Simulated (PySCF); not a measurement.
Ions at one geometry of LuOF

PySCF 2.14.0, RKS PBE0, Lu def2-SVP with ECP28, O def2-SVP, F def2-SVP; non-relativistic Hamiltonian with scalar-relativistic core potentials where named; density fitting; no spin-orbit coupling; singlets restricted, open shells unrestricted. The geometry is relaxed for charge 0, singlet, vacuum:

```xyz
3

Lu    0.0116    0.0000   -0.3224
O     1.4803    0.0000    0.7049
F    -1.6017    0.0000    0.7788
```

Energies count from the relaxed state; an electron taken off or put on is at rest in vacuum. Charges and spins are Mulliken's.

```tsv
state	energy (eV)	spin squared	charge on Lu1 (e)	spin on Lu1 (e)	dipole about the centre of mass (D)
charge 0, singlet, vacuum	0.00	0.00	1.03	0.00	7.48
charge +1, doublet, vacuum	8.76	0.75	1.61	0.02	5.48
```

What does the state charge -1, doublet, vacuum give?

energy (eV) -1.25, spin squared 0.75, charge on Lu1 (e) 0.13, spin on Lu1 (e) 1.03, dipole about the centre of mass (D) 2.79.

With an electron taken off (doublet) the charges change, summed by element, by Lu +0.58 e, O +0.32 e, F +0.10 e. The vertical ionisation energy is 8.76 eV, against −ε(HOMO) = 6.45 eV of the relaxed state. The level lies 2.3 eV too high, as is usual for semilocal functionals and global hybrids, which keep a self-interaction error.

With an electron put on (doublet) the charges change, summed by element, by Lu -0.90 e, O -0.07 e, F -0.04 e. The vertical electron affinity is 1.25 eV, against −ε(LUMO) = 2.69 eV of the relaxed state. The basis has no diffuse functions, which an added electron needs. The added electron's level lies above zero.

Open shells may have lower solutions than those found.
